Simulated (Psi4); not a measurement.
C2H7OSi (SMILES C[SiH](C)[O]), doublet, geometry from GFN2-xTB. Base run: B3LYP/def2-SVP run with Psi4.

Geometry (Å):
```xyz
11

C     -1.2512    -1.1419    -0.0834
Si    -0.0520     0.4066    -0.2893
C      1.5290    -0.7337    -0.0096
O     -0.2359     1.4634     0.7924
H     -1.0329    -1.9038    -0.8173
H     -1.1665    -1.5324     0.9200
H     -2.2373    -0.7288    -0.2405
H     -0.0620     0.7330    -1.7176
H      1.5081    -1.1397     0.9910
H      2.3617    -0.0536    -0.1185
H      1.5772    -1.5206    -0.7481
```
Charge 0, spin multiplicity 2.
Orbitals are unrestricted.
All else is at Psi4's defaults (density fitting).
Base energy -444.90163 Eh.

Variants of this job, named by their change:

```tsv
change	ΔE vs base (mEh)	SCF cycles	grid points	basis functions	outcome
base	0.000	11	236229	95	converged
guess = sadno	0.000	11	236229	95	converged
dft_spherical_points = 194	0.002	11	151966	95	converged
dft_radial_scheme = multiexp	0.000	11	247294	95	converged
level_shift = 0.3	17.234	12	236229	95	another SCF solution
scf_type = dfdirj+cosx	-0.048	12	236229	95	converged
e_convergence = 1e-4	0.000	11	236229	95	converged
dft_radial_scheme = mura	-0.001	11	239190	95	converged
e_convergence = 1e-8	0.000	12	236229	95	converged
soscf = true	0.000	9	236229	95	converged
e_convergence = 1e-10	0.000	13	236229	95	converged
guess = sap	0.000	12	236229	95	converged
guess = sapgau	0.000	11	236229	95	converged
```

A guess, shift, damping, solver or small numerical setting can't move a converged solution much, so rows marked as another SCF solution ended in a different state.

Open shells are given as the SCF converged; they aren't shown to be the lowest states, and a large step between rows can be another state.
